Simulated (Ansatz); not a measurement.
Molecule: sum formula H₇SiN₃O, charge 0, multiplicity 1. 
Geometry from a B3LYP-D3(BJ)/def2-TZVP (Ansatz, an electronic-structure program) optimisation:
SMILES: N[Si](N)(N)O
```xyz
12

Si     0.0009     0.0009     0.0145
O     -0.3708    -1.1735     1.1206
N     -1.1972     1.0941    -0.5258
N      1.1161     0.9444     0.9017
N      0.4259    -0.8496    -1.4234
H     -0.8788    -1.9139     0.7815
H     -1.5326     1.8212     0.0845
H     -1.8876     0.8209    -1.2055
H      1.5448     1.7667     0.5127
H      1.6677     0.5327     1.6355
H      1.0492    -1.6401    -1.3682
H      0.5791    -0.3349    -2.2767
```

Total electronic energies in hartree. Cores are frozen in the correlated levels unless marked. No spin-orbit coupling. Non-relativistic. CBS(X,Y): correlation extrapolated as X^-3; Hartree-Fock from the larger set. The bracket is a focal-point correction in the basis named.

```
level                                                                             program  energy (Eh)
-------------------------------------------------------------------------  --------------  -----------
SVWN5/def2-TZVPD                                                                   Ansatz   -530.42271
BHLYP-D4/def2-TZVPD                                                        Ansatz + dftd4          ___
MP2/cc-pVTZ                                                                        Ansatz   -532.50899
MP2/cc-pwCVTZ                                                                      Ansatz   -532.53709
RI-MP2/aug-cc-pV(T+d)Z                                                             Ansatz   -532.54710
CCSD/aug-cc-pV(T+d)Z                                                               Ansatz   -532.57317
CCSD(T)/aug-cc-pV(D+d)Z                                                            Ansatz   -532.34913
RI-MP2/CBS(aug-cc-pV(T+d)Z,aug-cc-pV(Q+d)Z)+[CCSD(T)-MP2]/aug-cc-pV(Q+d)Z          Ansatz    -532.7367
CCSD(T)/CBS(aug-cc-pV(T+d)Z,aug-cc-pV(Q+d)Z)                                       Ansatz    -532.7318
```

Q: Complete the blanks.

A: 
- BHLYP-D4/def2-TZVPD, energy (Eh): -533.35197
